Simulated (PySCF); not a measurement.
A structure optimised at PBE-D3(BJ)/def2-SVP, used in a PySCF frequency run:

```xyz
5

Si     0.5751    -0.4277     0.0000
Cl    -0.2198    -2.3333     0.0000
Br    -0.0911     0.6596    -1.8209
Br    -0.0911     0.6596     1.8209
H      2.0632    -0.5169     0.0000
```

**Question.** Write its SMILES, formula and point group.

**Answer.** Cl[SiH](Br)Br, Br2ClHSi, Cs

**Question.** What are its rotational constants (standard atomic weights)?

**Answer.** 1.7793, 0.92486, 0.63380 GHz
